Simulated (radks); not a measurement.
Results of a calculation; reference values are marked as such.
Problem. The mean radii <r> (bohr) of the occupied orbitals of an atom or ion are listed with their occupations. Level of theory: scalar-relativistic Kohn-Sham, SCAN, spin-polarised, spherical densities, finite nucleus; meta-GGA in the generalised Kohn-Sham scheme; Fermi nuclear charge, rms radius of each element as measured or else 0.836 A^(1/3) + 0.57 fm (a radial shooting solver on a logarithmic mesh with Libxc functionals).

orbital  occ.      <r>
1s up       1  0.02274
1s down     1  0.02274
2s up       1  0.09659
2s down     1  0.09651
2p up       3  0.08510
2p down     3  0.08501
3s up       1   0.2452
3s down     1   0.2458
3p up       3   0.2415
3p down     3   0.2422
3d up       5   0.2168
3d down     2   0.2175

Name the element and its charge. Open shells, if any, are filled with parallel spins first.

Solution. Z = 62, samarium, charge +37: Sm37+ in [Ar] 3d7. The 1s radius gives Z: for a bare nucleus <r> = (2 gamma + 1)/(2Z) with gamma = sqrt(1 - (Z/c)^2), 0.02245 bohr for Z = 62, and screening makes it slightly larger (0.02274 here). The occupations add up to 25, and the charge is Z minus that.
